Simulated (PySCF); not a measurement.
## Shapes and spin states of IrI₃⁺

Level of theory: PBE in PySCF with Ir def2-SVP with ECP60, I def2-SVP with ECP28; scalar-relativistic core potentials, no spin–orbit coupling; density-fitted integrals.

Relaxations began from a few typed shapes and spin states; open shells are unrestricted. The search is not exhaustive: other isomers or separated fragments can lie lower, and high-lying points may rest on an excited occupation.

Problem. Order these stationary points by electronic energy, lowest first, in kJ/mol from the lowest minimum.
A. doublet (⟨S²⟩ 1.16) C2v: Ir–I 2.481 Å (×2), Ir–I 2.491 Å; I–Ir–I 115.1° (×2), I–Ir–I 129.8°
B. sextet C3v: Ir–I 2.575 Å (×3); I–Ir–I 114.3° (×3)
C. quartet C2v: Ir–I 2.486 Å, Ir–I 2.516 Å (×2); I–Ir–I 109.2° (×2), I–Ir–I 141.6°

Solution. C (0.0), A (7.0), B (85.4).

Problem. Which of them are minima?

Solution. By energy in kJ/mol, 0.0: not settled, its softest mode being under 30 cm⁻¹; 7.0: not settled, its softest mode being under 30 cm⁻¹; 85.4: minimum.

For the lowest minimum: other spin states or occupations of the open shell can lie lower. Spin–orbit coupling, left out here, can matter for elements this heavy.

The electron or spin density has lower symmetry than the nuclear frame for the doublet (⟨S²⟩ 1.16) C2v at 7.0 kJ/mol.
